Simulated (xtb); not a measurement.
Job for xtb: GFN1-xTB on CH8GeSi (SMILES C[SiH2][GeH3]), a point of a torsion scan.

```
$ xtb mol.xyz --gfn 1 --sp --chrg 0 --uhf 0
11

C     -1.60127443     0.66963669    -0.12528066
Si    -0.43457826    -0.80929338     0.10488408
Ge     1.78459248    -0.07498599    -0.01823174
H     -2.64333410     0.36954020    -0.07176708
H     -1.43311150     1.42120587     0.64208769
H     -1.44197916     1.14452398    -1.09024484
H     -0.69017541    -1.43561304     1.40727088
H     -0.69883250    -1.80743165    -0.93810089
H      2.48479898     0.11861412     1.29569331
H      2.72739883    -0.97583984    -0.76117439
H      1.99211915     1.24984436    -0.69583111
```

Question: What total energy does the run end on?

Answer: -9.9388 hartree.
